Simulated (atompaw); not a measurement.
**Pseudopotential generation for lithium: PAW (atompaw), PBE, scalar-relativistic.**

atompaw 4.2.0.5 input, output lines left out:

```
Li 3
GGA-PBE scalarrelativistic loggrid 1500 logderivrange -6 5 276
2 2 0 0 0 0
2 0 1
2 1 0
0 0 0
v
v
v
2
3.00 2.25 2.90 2.40
n
y
2.75
n
y
0.05
n
custom rrkj gramschmidtortho sinc
bessel
0.45
3.00
3.00
3.00
3.00
```

All-electron outer shells of the reference configuration (PBE, scalar-relativistic, ld1.x):

```json
{"shell": "1s", "level (eV)": "-51.85", "outermost node (bohr)": "–", "outermost maximum (bohr)": "0.36"}
{"shell": "2s", "level (eV)": "-2.87", "outermost node (bohr)": "0.83", "outermost maximum (bohr)": "3.12"}
{"shell": "2p", "level (eV)": "-1.09", "outermost node (bohr)": "–", "outermost maximum (bohr)": "3.81"}
```

What the tests gave:

| Item | Value |
| --- | --- |
| Cutoffs needed | 200 Ry and 260 Ry (the cutoffs (Ry, on a coarse ladder) from which the occupation-weighted sum of valence levels, in a spherical-Bessel basis at the reference potential, stays within 10 and 1 mRy of its value at 400 Ry) |
| Ghost test | no extra level below or beside the all-electron valence levels (s, p, d, f tested) (spherical-Bessel basis up to 400 Ry, 20 bohr box) |
| Lowest eigenvalue of the overlap operator | 0.62 (s channel) |
| Overlap eigenvalues printed by atompaw (projector basis) | 0.789, 1.07, 16.3, 17.8, 38.4 |
| Share of each valence orbital outside the PAW sphere | 1s 0 %, 2s 67 %, 2p 80 % |

Generation and tests took about 0.78 s on one core of a shared server CPU.
